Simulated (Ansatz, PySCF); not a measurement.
Gas-phase reaction (SMILES): CO[Si](F)(F)F [trifluoro(methoxy)silane] + N (NH3) → N[Si](F)(F)F + CO (CH4O) [methanol]; ammonia cleaves one Si-O bond, a model of a ligand-exchange step.

Each molecule is optimised on its own at B3LYP-D3(BJ)/def2-TZVP (Ansatz, a program for electronic structure), one conformer each, not searched for the lowest. Cores are frozen in the correlated levels unless marked. No spin-orbit coupling. Non-relativistic. CBS marks a two-point X^-3 extrapolation of the correlation energy; Hartree-Fock from the larger set. [CCSD(T)-MP2]/basis is that difference in the basis named. Thermal terms are rigid-rotor harmonic-oscillator values from B3LYP-D3(BJ) frequencies (Ansatz or PySCF) at 298.15 K and 1 atm. 1 Eh = 627.5095 kcal/mol.

```json
[
 {"species": "CO[Si](F)(F)F", "E, RI-MP2/CBS(cc-pV(T+d)Z,cc-pV(Q+d)Z)+[CCSD(T)-MP2]/cc-pV(T+d)Z (Ansatz) (Eh)": "-703.73236", "E, PBE0-D4/def2-TZVPD (Ansatz + dftd4) (Eh)": "-704.07678", "H - E (Eh)": "0.06042"},
 {"species": "N (NH3)", "E, RI-MP2/CBS(cc-pV(T+d)Z,cc-pV(Q+d)Z)+[CCSD(T)-MP2]/cc-pV(T+d)Z (Ansatz) (Eh)": "-56.50668", "E, PBE0-D4/def2-TZVPD (Ansatz + dftd4) (Eh)": "-56.51535", "H - E (Eh)": "0.03799"},
 {"species": "N[Si](F)(F)F", "E, RI-MP2/CBS(cc-pV(T+d)Z,cc-pV(Q+d)Z)+[CCSD(T)-MP2]/cc-pV(T+d)Z (Ansatz) (Eh)": "-644.60877", "E, PBE0-D4/def2-TZVPD (Ansatz + dftd4) (Eh)": "-644.93691", "H - E (Eh)": "0.04235"},
 {"species": "CO (CH4O)", "E, RI-MP2/CBS(cc-pV(T+d)Z,cc-pV(Q+d)Z)+[CCSD(T)-MP2]/cc-pV(T+d)Z (Ansatz) (Eh)": "-115.61425", "E, PBE0-D4/def2-TZVPD (Ansatz + dftd4) (Eh)": "-115.64059", "H - E (Eh)": "0.05533"}
]
```

### Question
Work out ΔE and ΔH at 298.15 K at the first level, then ΔH at the second.

### Answer

1. ΔE = [(-644.60877) + (-115.61425)] - [(-703.73236) + (-56.50668)] = 0.01602 Eh = 10.1 kcal/mol at RI-MP2/CBS(cc-pV(T+d)Z,cc-pV(Q+d)Z)+[CCSD(T)-MP2]/cc-pV(T+d)Z.
2. The terms H - E add up to -0.00073 Eh, so ΔH = (0.01602 + (-0.00073))×627.5095 = 9.6 kcal/mol.
3. At PBE0-D4/def2-TZVPD the same steps give ΔE = 9.2 and ΔH = 8.7 kcal/mol, a shift of -0.9 from the first level.
4. These values are not checked against measurement here, since the tables used lack a sound gas-phase enthalpy of formation for at least one species.
